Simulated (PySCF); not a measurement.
B(OH)(OMe)(NH2) (CH₆BNO₂), SMILES COB(N)O.

Coordinates come from a PBE0-D3(BJ)/def2-SVP optimisation. The values are those of a single conformer.

Level of theory: PBE/def2-TZVP (PySCF).

The molecule is in vacuum.

Estimate the frontier levels, gap, dipole moment and polarisability. (Estimate from the structure and the level; the computed values follow.)


The highest occupied level is -6.17 eV and the lowest empty level is -0.25 eV. The orbital gap is 5.92 eV and the dipole moment is 0.677 e·Å. The quadrupole, principal values (traceless, Buckingham form, about the centre of nuclear charge) is -5.31, -4.61, 9.92 D·Å and the mean static polarisability comes out as 43.4 bohr³ (6.43 Å³). The polarisability, principal values is 34.8, 44.2, 51.0 bohr³.
